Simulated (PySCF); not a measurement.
## Mayer bond orders and bond lengths

C₅H₁₅OPSi.
SMILES with atom numbers: `[CH3:1][C:2]([CH3:3])([CH2:4][OH:5])[CH2:6][SiH2:7][PH2:8]` (hydrogens: H9, H10, H11 on C1; H12, H13, H14 on C3; H15, H16 on C4; H17 on O5; H18, H19 on C6; H20, H21 on Si7; H22, H23 on P8)

Cartesian coordinates in Å at the GFN2-xTB level; atoms count from 1:
```
atom  x, y, z in Å
C1    -0.984    1.049   -0.821
C2    -0.845   -0.048    0.233
C3    -1.995    0.060    1.241
C4    -0.926   -1.417   -0.459
O5    -0.582   -2.436    0.454
C6     0.482    0.086    0.990
Si7    2.101   -0.070   -0.004
P8     2.526    1.865   -1.067
H9    -0.933    2.029   -0.351
H10   -1.938    0.965   -1.338
H11   -0.186    0.985   -1.559
H12   -2.956    0.021    0.732
H13   -1.935    0.997    1.790
H14   -1.944   -0.764    1.948
H15   -1.949   -1.568   -0.834
H16   -0.244   -1.431   -1.321
H17   -0.648   -3.286    0.009
H18    0.496   -0.685    1.761
H19    0.481    1.050    1.506
H20    2.106   -1.102   -1.048
H21    3.175   -0.409    0.945
H22    3.853    1.567   -1.311
H23    2.841    2.572    0.079
```

Bond orders from the PBE0/pcSseg-1 density (PySCF). One conformer (not necessarily the lowest) at the GFN2-xTB geometry, without solvent, vibrations or thermal averaging. GFN2-xTB frequencies show an imaginary mode (28i cm⁻¹), so this geometry is no minimum at that level.

Question: How far do the computed orders between heavy atoms stray from the drawn ones?

Answer: The largest departure is 0.091, at C6–Si7 (drawn single, 0.909).

Question: Give the Mayer order of every bond, beside its length.

Answer: 
```csv
bond,drawn as,length (Å),Mayer order
C1–C2,single,1.527,1.024
C2–C3,single,1.533,1.018
C2–C4,single,1.536,0.972
C4–O5,single,1.412,0.969
C2–C6,single,1.533,0.987
C6–Si7,single,1.906,0.909
Si7–P8,single,2.249,1.009
C1–H9,single,1.088,0.962
C1–H10,single,1.088,0.962
C1–H11,single,1.089,0.946
C3–H12,single,1.088,0.962
C3–H13,single,1.088,0.965
C3–H14,single,1.087,0.959
C4–H15,single,1.100,0.946
C4–H16,single,1.099,0.942
O5–H17,single,0.962,0.947
C6–H18,single,1.090,0.937
C6–H19,single,1.093,0.940
Si7–H20,single,1.468,0.936
Si7–H21,single,1.472,0.930
P8–H22,single,1.382,0.935
P8–H23,single,1.383,0.930
```

By pair of heavy elements: C–C: lowest C2–C4 (0.972, 1.536 Å), highest C1–C2 (1.024, 1.527 Å).

Question: Sum the orders of all bonds at each heavy atom with more than one neighbour and set the sums beside the valence in the SMILES.

Answer: C1 3.894 (drawn 4), C2 4.001 (drawn 4), C3 3.904 (drawn 4), C4 3.829 (drawn 4), O5 1.916 (drawn 2), C6 3.773 (drawn 4), Si7 3.784 (drawn 4), P8 2.874 (drawn 3). Orders between atoms that aren't bonded are not in these sums.

Mayer orders depend on the basis set.
